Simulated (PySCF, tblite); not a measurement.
# Complex of Mg2+ and 2 × acetonitrile

A gas-phase complex of Mg2+ and 2 × acetonitrile; charge +2, singlet. The structure comes from a short search (6 tight-binding starts) and was relaxed by PBE0-D3(BJ)/def2-SVPD; another way of binding may lie lower. No frequency run checks that it is a minimum.

Parts: 1 = Mg2+ ([Mg+2]), atoms 1, charge +2; 2 = acetonitrile (CC#N), atoms 2–7; 3 = acetonitrile (CC#N), atoms 8–13.

Coordinates in Å:
```
Mg1    -2.744   -1.882    2.147
C2      0.569   -3.866    4.574
C3     -0.471   -3.248    3.810
N4     -1.314   -2.746    3.192
H5      0.262   -3.923    5.631
H6      0.753   -4.883    4.187
H7      1.490   -3.267    4.489
C8     -6.043    0.095   -0.307
C9     -5.011   -0.521    0.469
N10    -4.175   -1.020    1.097
H11    -6.651    0.747    0.342
H12    -5.588    0.696   -1.111
H13    -6.685   -0.685   -0.748
```

Contacts between parts, classed by geometry: Mg1···N4 1.971 Å (ion contact); Mg1···N10 1.973 Å (ion contact).

Interaction energies are complex less parts, with the parts frozen as they stand in it; counterpoise-corrected, in kcal/mol (PySCF).

**Question.** Give the interaction energy at each level run.

**Answer.** 
```
                 level  interaction  superposition error removed
wB97M-D3(BJ)/def2-SVPD      -207.99                        -3.86
 PBE0-D3(BJ)/def2-SVPD      -210.59                        -3.95
```

**Question.** What holds them together? Decompose the wB97M-D3(BJ)/def2-SVPD energy: frozen parts, their antisymmetrised product, then relaxation.

**Answer.** electrostatic -160.6, Pauli repulsion +59.2, orbital relaxation -108.6, dispersion correction -1.8 kcal/mol, which sum to the value before the counterpoise correction; the Pauli term holds the exchange-correlation of the frozen density too. Of the attraction, 59 % is electrostatic, 40 % is orbital relaxation, 1 % is dispersion correction.

**Question.** Are the pair energies additive?

**Answer.** The pairs sum to -227.58 kcal/mol (1–2 -115.0, 1–3 -115.0, 2–3 2.4); the rest of +19.58 is a many-body weakening.

The parts were also relaxed and run alone, at the levels used for the complex: shieldings by PBE0/pcSseg-1; core levels by delta-SCF with SCAN, pcX-2 on the ionised atom and pcseg-1 elsewhere, spin-free X2C.

**Question.** How do these values change when the complex forms?

**Answer.** 
```csv
property,alone,in the complex,change
shielding of Mg1 (ppm),694.7,583.9,-110.8
shielding of N4 (ppm),-39.4,83.8,+123.2
shielding of N10 (ppm),-39.4,83.7,+123.2
Mg1 1s core level (eV),1334.62,1323.38,-11.23
C3 1s core level (eV),292.66,302.61,+9.96
N4 1s core level (eV),405.35,414.71,+9.36
```

The core-hole states of C3, N4 are spin-contaminated (⟨S²⟩ 0.84, 0.81 against 0.75 for a pure doublet), so those values and differences from them are less sure.

Multiply charged ions in the gas phase bind far more strongly than in solution.
